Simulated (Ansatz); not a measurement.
The Ansatz (a first-principles code) input:
Ansatz 0.2 input:
```yaml
crystal:
  periodic: [false, false, false]
  atoms:
    - {symbol: N, position_ang: [-0.00088861, 0.00220129, 0.11002386]}
    - {symbol: H, position_ang: [0.01587655, 0.93846578, -0.27548989]}
    - {symbol: H, position_ang: [0.81249024, -0.48875726, -0.24050098]}
    - {symbol: H, position_ang: [-0.82214652, -0.46511757, -0.25417613]}
basis:
  gaussian:
    orbitals: 6-31G*
hamiltonian:
  xc: hf
```

**Question.** What does this run give for the total energy, number of basis functions?

**Answer.** 
| Item | Result |
|---|---|
| total energy | -56.184041 Ha |
| number of basis functions | 21 |
